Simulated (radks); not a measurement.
Values are calculated unless marked as measured or tabulated.
Mean orbital radii <r> (bohr) of the fluorine ion F2+, [He] 2s2 2p3, at several levels of relativity; Dirac values are averaged over j with weights 2j + 1. Spin-unpolarised spherical Kohn-Sham, PBEsol, point nucleus unless stated (finite: rms radius 2.8976 fm), a radial shooting solver on a logarithmic mesh with Libxc functionals. A level marked "c x" has the speed of light scaled by that factor and shares open shells by 2j + 1; other Dirac levels either fill j = l - 1/2 first or share by 2j + 1.

shell  non-rel.  scalar-rel.  scalar-rel., finite nucleus  Dirac, 2j+1 shares  change of magnitude, last against first (%)
1s       0.1768       0.1765                       0.1765              0.1765                                        -0.13
2s       0.9206       0.9195                       0.9195              0.9194                                        -0.13
2p       0.8967       0.8965                       0.8965              0.8965                                        -0.03
